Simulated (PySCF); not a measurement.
**Vertical excitation energies**

Species: C4H12GaNSi.
Atom-mapped SMILES: `[SiH3:1][NH:2][Ga:3]1[CH2:4][CH2:5][CH2:6][CH2:7]1` (hydrogens: H8, H9, H10 on Si1; H11 on N2; H12, H13 on C4; H14, H15 on C5; H16, H17 on C6; H18, H19 on C7)

Method used: PySCF, TDDFT PBE0/def2-SVPD, vertical, gas phase, core orbitals frozen in the response. Isolated species at its PBE0-D3(BJ)/def2-SVP geometry (one conformer only). The PBE0/def2-SVPD calculation is non-relativistic and has no spin–orbit coupling, an omission that weighs most on gallium.

```
state  E (eV)  E (hartree)       f  main configurations (H = HOMO, L = LUMO)
   S1    5.16       0.1895  0.0001                               H→L+1 (98%)
   S2    5.62       0.2064   0.018                                 H→L (97%)
   S3    5.91       0.2170   0.019                               H-1→L (95%)
   S4    6.25       0.2296   0.104                             H-1→L+1 (95%)
   S5    6.55       0.2408  0.0070                               H→L+2 (97%)
   S6    6.74       0.2478  0.0095                             H-2→L+1 (96%)
   S7    6.91       0.2540   0.088                  H→L+3 (75%), H→L+4 (19%)
   S8    7.05       0.2592   0.127                               H-2→L (90%)
   S9    7.16       0.2632  0.0009                             H-1→L+2 (82%)
  S10    7.30       0.2682   0.021                  H→L+4 (74%), H→L+3 (17%)
```

Triplets (Tamm–Dancoff): T1 4.84 eV, H→L+1 (97%); T2 5.25 eV, H→L (91%); T3 5.42 eV, H-1→L+1 (94%); T4 5.56 eV, H-1→L (89%).

The lowest singlet lies at 5.16 eV (240 nm, ultraviolet) and is dark (f under 0.0005); its leading configuration is HOMO→LUMO+1 (98%). The strongest level in the table is S8 at 7.05 eV (176 nm, f = 0.127). Löwdin shares by element: HOMO carbon 56% or more, gallium 19% (atoms not listed hold the other 24%); LUMO (one of a set within 0.03 eV) gallium 45%, silicon 13%, hydrogen 8% or more, nitrogen 7% (atoms not listed hold the other 27%). Orbital energies (eV): HOMO-3 -8.92, HOMO-2 -8.31, HOMO-1 -7.48, HOMO -6.88, LUMO -0.29, LUMO+1 -0.26, LUMO+2 0.69. The listed states span 2.14 eV, and the widest gap between neighbours is 0.46 eV (S1 to S2). Of the 10 states listed, 6 reach f = 0.01 and 1 stays under 0.0005. No computed singlet lies in the visible range (380 to 750 nm); the lowest, at 240 nm, stands 1.89 eV above its violet end (3.26 eV). The vertical ionisation energy (ΔSCF) is 9.29 eV, 1.99 eV above S10. Singlets were solved by full linear response, triplets in the Tamm–Dancoff approximation.

Time: 4.1 min wall (grids of density and orbitals included); peak memory 1.3 GiB. Hardware: one thread of an Arm Neoverse V2, shared host with 192 logical CPUs at a one-minute load of 77.
